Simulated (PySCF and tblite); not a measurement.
Results of a calculation; reference values are marked as such.
3-bromopyridine, C₅H₄BrN, numbered as in [Br:1][c:2]1[cH:3][cH:4][cH:5][n:6][cH:7]1.

GFN2-xTB molecular dynamics (tblite; Langevin, friction 0.005 fs⁻¹, 1.5 fs steps, hydrogen mass 4 u): 400 + 8000 steps at each temperature, started from the lowest conformer, nuclei classical.

GIAO shieldings at KT2/pcSseg-1 (IEF-PCM, methanol) (PySCF) on 6 frames a temperature; like atoms are averaged, and of two unlike H on one atom a is the less shielded at the minimum.

Q: How far do thermal motions move the shieldings from their values at the minimum?

A: 
```json
{"signal": "Br1", "σ at minimum (ppm)": "2021.5", "Δσ, 150 K": "-25.6 ± 18.0", "Δσ, 300 K": "0.6 ± 21.5", "Δσ, 600 K": "4.1 ± 26.3"}
{"signal": "C2", "σ at minimum (ppm)": "50.4", "Δσ, 150 K": "1.6 ± 1.3", "Δσ, 300 K": "-2.6 ± 2.9", "Δσ, 600 K": "2.4 ± 2.0"}
{"signal": "C3", "σ at minimum (ppm)": "49.3", "Δσ, 150 K": "0.3 ± 0.4", "Δσ, 300 K": "-3.2 ± 1.5", "Δσ, 600 K": "-1.0 ± 3.9"}
{"signal": "C4", "σ at minimum (ppm)": "62.9", "Δσ, 150 K": "-3.2 ± 1.1", "Δσ, 300 K": "0.0 ± 2.2", "Δσ, 600 K": "-3.8 ± 1.9"}
{"signal": "C5", "σ at minimum (ppm)": "43.3", "Δσ, 150 K": "-1.0 ± 1.2", "Δσ, 300 K": "1.4 ± 1.6", "Δσ, 600 K": "-6.2 ± 1.3"}
{"signal": "N6", "σ at minimum (ppm)": "-59.4", "Δσ, 150 K": "-5.5 ± 2.5", "Δσ, 300 K": "0.0 ± 4.9", "Δσ, 600 K": "-15.2 ± 5.4"}
{"signal": "C7", "σ at minimum (ppm)": "39.7", "Δσ, 150 K": "-0.8 ± 1.2", "Δσ, 300 K": "0.0 ± 1.4", "Δσ, 600 K": "0.1 ± 1.3"}
{"signal": "H3", "σ at minimum (ppm)": "23.58", "Δσ, 150 K": "0.01 ± 0.16", "Δσ, 300 K": "-0.17 ± 0.16", "Δσ, 600 K": "-0.36 ± 0.23"}
{"signal": "H4", "σ at minimum (ppm)": "24.16", "Δσ, 150 K": "-0.21 ± 0.12", "Δσ, 300 K": "-0.03 ± 0.30", "Δσ, 600 K": "-0.06 ± 0.16"}
{"signal": "H5", "σ at minimum (ppm)": "23.10", "Δσ, 150 K": "-0.07 ± 0.12", "Δσ, 300 K": "-0.12 ± 0.13", "Δσ, 600 K": "-0.36 ± 0.12"}
{"signal": "H7", "σ at minimum (ppm)": "22.98", "Δσ, 150 K": "-0.08 ± 0.13", "Δσ, 300 K": "-0.15 ± 0.16", "Δσ, 600 K": "-0.30 ± 0.26"}
```

Errors are standard errors over frames. Zero-point motion is missing, and a reference compound would move too.

Q: What do the single frames at 300 K give for H7?

A: 
```csv
t (fs),"V above the minimum, tight binding (kcal/mol)","E above it, DFT (kcal/mol)",torsions (°),σ (ppm)
1599,8.8,10.5,none,23.37
3600,7.1,6.3,none,22.43
5600,8.7,10.5,none,23.06
7600,7.2,7.7,none,22.99
9600,6.6,7.2,none,22.38
11601,4.6,4.5,none,22.71
```

Q: How does the lowest singlet excitation (PBE0/def2-SVPD) spread?

A: 4.87 eV at the minimum; 4.80 eV with a spread of 0.09 eV at 150 K; 4.77 eV with a spread of 0.07 eV at 300 K; 4.56 eV with a spread of 0.14 eV at 600 K.

Spin–orbit effects of the heavy atoms on shieldings are missing. Changes within two standard errors are not significant.

The study took 18 min on 1 thread of Intel Xeon Platinum 8375C @ 2.90GHz (shared host) (rough), peak memory 0.99 GiB, launched as `OMP_NUM_THREADS=1 python ens_run.py task.json out`.
